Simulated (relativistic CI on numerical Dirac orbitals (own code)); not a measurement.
# Ligand-field terms of d5

Computed with a parametric ligand-field model of a d^n configuration (Racah B and C, spin-orbit zeta, crystal field), exact diagonalisation.

Field parameters in Wybourne normalisation: D3d B²₀ = −7Dσ, B⁴₀ = −14Dq − 21Dτ, B⁴₃ = −14√(10/7) Dq; D4h B²₀ = −7Ds, B⁴₀ = 21(Dq − Dt), B⁴₄ = 21√(5/14) Dq; Oh B⁴₀ = 21Dq, B⁴₄ = √(5/14) B⁴₀. The field is a parameter set, without covalency.

Ground term and bands for B = 650, C = 3120, ζ = 0 cm⁻¹, Oh, 10Dq = 5000 cm⁻¹?

Ground term 6A1 with 2.00 electrons in the two orbitals of the cubic e set. Spin-allowed: none. Lowest spin-forbidden: 4T1 19073 cm⁻¹ (524 nm), 4T2 21227 cm⁻¹ (471 nm), 4A1+E 22100 cm⁻¹ (452 nm). A high-spin d5 ion has no spin-allowed d-d band, hence its pale colour.

Ground term and bands for B = 1000, C = 4900, ζ = 0 cm⁻¹, D3d, 10Dq = 18700, Dσ = 1200, Dτ = 380 cm⁻¹?

Ground term 6A1 with 2.00 electrons in the two orbitals of the cubic e set. Spin-allowed: none. Lowest spin-forbidden: 4E 16268 cm⁻¹ (615 nm), 2E 17804 cm⁻¹ (562 nm), 4A2 19966 cm⁻¹ (501 nm). A high-spin d5 ion has no spin-allowed d-d band, hence its pale colour.

Ground term and bands for B = 800, C = 3050, ζ = 0 cm⁻¹, D4h, 10Dq = 20650, Ds = -1410, Dt = -500 cm⁻¹?

Ground term 2E with 0.05 electrons in the two orbitals of the cubic e set. Spin-allowed: 2B2 1375 cm⁻¹, 2E 18293 cm⁻¹ (547 nm), 2B1 19262 cm⁻¹ (519 nm), 2E 20754 cm⁻¹ (482 nm). Lowest spin-forbidden: 4E 7081 cm⁻¹ (1412 nm), 6A1 7363 cm⁻¹ (1358 nm), 4B2 10396 cm⁻¹ (962 nm).

Ground term and bands for B = 1020, C = 4080, ζ = 0 cm⁻¹, D3d, 10Dq = 18550, Dσ = -1200, Dτ = -60 cm⁻¹?

Ground term 6A1 with 2.00 electrons in the two orbitals of the cubic e set. Spin-allowed: none. Lowest spin-forbidden: 2A1 13933 cm⁻¹ (718 nm), 4A2 14390 cm⁻¹ (695 nm), 4E 15389 cm⁻¹ (650 nm). A high-spin d5 ion has no spin-allowed d-d band, hence its pale colour.

Ground term and bands for B = 910, C = 4490, ζ = 0 cm⁻¹, Oh, 10Dq = 21200 cm⁻¹?

Ground term 6A1 with 2.00 electrons in the two orbitals of the cubic e set. Spin-allowed: none. Lowest spin-forbidden: 2T2 12669 cm⁻¹ (789 nm), 4T1 14025 cm⁻¹ (713 nm), 4T2 20135 cm⁻¹ (497 nm). A high-spin d5 ion has no spin-allowed d-d band, hence its pale colour.
